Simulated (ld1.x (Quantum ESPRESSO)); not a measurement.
## Cutoff test, vanadium, TM

V, norm-conserving Troullier–Martins (Kleinman–Bylander form), made with ld1.x (Quantum ESPRESSO) 7.5 (LDA (PZ), scalar-relativistic). Core [Ne], reference 3s2 3p6 3d3 4s2 4p0. Waves: 3s (bound): rc 1.20 bohr; 3p (bound): rc 0.90 bohr; 3d (bound): rc 2.10 bohr. Local part: the d channel. Core correction: none.

Occupied shells without a wave of their own: 4s. They enter only through the test configuration that unscreens the potential.

The pseudo-atom Hamiltonian at the reference potential is diagonalised in spherical Bessel functions j_l(qr) that vanish at 20 bohr, with q² up to the cutoff. All-electron valence levels (Ry): 3s -5.1322, 4s -0.3567, 3p -3.2306, 4p -0.1125, 3d -0.3954.

Question: How do the lowest levels (Ry) of each channel move with the cutoff, and are there ghosts?

Answer:

```csv
cutoff (Ry),s #1,s #2,p #1,p #2,p #3,d #1,f #1,f #2,Σ f·Δε (mRy)
8,-4.8459,-0.3007,-1.6297,-0.0445,0.0641,0.0456,0.1083,0.2281,11603.5
21,-4.9930,-0.3438,-3.0190,-0.0874,0.0514,-0.0153,0.1083,0.2281,2704.2
45,-5.1150,-0.3508,-3.2205,-0.0984,0.0489,-0.3826,0.1083,0.2281,136.1
70,-5.1242,-0.3510,-3.2240,-0.0986,0.0488,-0.3952,0.1083,0.2281,57.6
120,-5.1318,-0.3517,-3.2304,-0.0988,0.0488,-0.3954,0.1083,0.2281,2.5
230,-5.1322,-0.3518,-3.2306,-0.0988,0.0488,-0.3954,0.1083,0.2281,0.1
400,-5.1322,-0.3518,-3.2306,-0.0988,0.0488,-0.3954,0.1083,0.2281,0.0
```

Result: no extra level below or beside the all-electron valence levels (s, p, d, f tested); 10 mRy is reached at 100 Ry and 1 mRy at 180 Ry.

Its largest configuration-test error is -449 meV.
